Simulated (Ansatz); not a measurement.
`FB(F)N[SiH3]`, relaxed with RKS PBE-D4/def2-SVP in Ansatz from a rough embedded geometry. The force threshold is 0.03 eV/Å; the program also tests the step.

Total charge 0; spin multiplicity 1.

Start:

```xyz
9

F     2.256   -0.304   -1.320
B     0.835   -0.629   -1.001
F     0.403   -2.017   -1.057
N    -0.169    0.479   -0.828
Si   -0.801    0.279    0.909
H     0.284    1.396   -0.818
H    -1.741    1.365    1.187
H    -1.439   -0.995    1.051
H     0.371    0.426    1.876
```

Q: By how much does the energy fall, and how many steps does the optimiser take? (Estimate.)

A: Ansatz gave: 126.42 kJ/mol, in 24 steps, 5 of them rejected.

Q: Which bonds change most? (An estimate is asked.)

A: Ansatz gave: F1–B2 from 1.492 to 1.339 Å; B2–F3 from 1.455 to 1.342 Å; B2–N4 from 1.505 to 1.414 Å; N4–Si5 from 1.860 to 1.772 Å.

Q: Give the relaxed structure. (An estimate is asked.)

A: Ansatz gave: 
```xyz
9

F     1.736   -0.394   -2.138
B     0.999   -0.584   -1.036
F     1.053   -1.789   -0.447
N     0.183    0.432   -0.488
Si   -0.818    0.268    0.964
H     0.181    1.333   -0.973
H    -1.539    1.576    1.126
H    -1.814   -0.845    0.811
H     0.020    0.002    2.182
```
